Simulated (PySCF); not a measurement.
A calculated (M06-L, PySCF 2.14, x2c-TZVPall, scalar relativity by spin-free X2C-1e) atom or ion has these occupied shells.

| shell | electrons | orbital energy (eV) | rms radius, mean of both spins (bohr) |
| --- | --- | --- | --- |
| 1s | 2 | -108.63 | 0.484 |
| 2s | 2 | -5.707 | 2.83 |

Question: Name the element and its charge.

Answer: Be (beryllium, neutral), in [He] 2s2, closed-shell 1S.
